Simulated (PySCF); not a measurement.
# [Pr(H2O)2]3+ at several levels of theory

Computed with PySCF 2.14.0 (density fitting, no spin-orbit coupling) at the geometry relaxed with PBE0:

```xyz
7
[Pr(H2O)2]3+ (singlet in the valence; each metal's 4f electrons, 2 of them, lie in its core potential, out of spins and levels)
Pr    1.0713    0.0508   -0.0018
O    -0.1783    0.0705    1.9537
H     0.1442    0.2175    2.8808
H    -1.1502   -0.0743    2.0839
O    -0.1794   -0.0802   -1.9529
H     0.1429   -0.2929   -2.8668
H    -1.1485    0.0714   -2.0970
```

```tsv
level	basis	state	HOMO (eV)	gap (eV)	charge on Pr1 (e)	population of f-type functions on Pr1 (polarisation alone where 4f lies in the core)	dipole about the centre of mass (D)	largest force component (eV/Å)
PBE0	Pr lcecp-1-SVP with ECP48, O def2-SVP, H def2-SVP	singlet	-26.03	7.73	2.29	0.04	2.44	0.01
revPBE	the same	singlet	-24.22	5.06	2.19	0.04	2.70	0.46
PBE	the same	singlet	-24.28	5.05	2.18	0.04	2.76	0.48
```

In the lcecp rows the 4f levels are missing from HOMO and gap, and the state counts the valence alone.

Charges are Mulliken's, which hang on the basis. The relaxation used the grid (50, 194), these runs (75, 302) or, all-electron (x2c bases, spin-free X2C Hamiltonian), (99, 590).

Q: What does PBE0 with Pr lcecp-1-TZVP with ECP48, O def2-TZVP, H def2-TZVP give here?

A: state singlet, HOMO (eV) -26.03, gap (eV) 7.83, charge on Pr1 (e) 2.43, population of f-type functions on Pr1 (polarisation alone where 4f lies in the core) 0.06, dipole about the centre of mass (D) 2.47, largest force component (eV/Å) 0.27. Time: 6.9 s on 2 threads of Intel(R) Xeon(R) 6975P-C (Granite Rapids) (shared host), from free ions and atoms.

In the first row's basis the gap widens with exact exchange: 5.1 eV for PBE, revPBE (none); 7.7 eV for PBE0 (a fixed share).

An lcecp potential fixes the number of 4f electrons, so in runs with it no electron can move into or out of that shell.
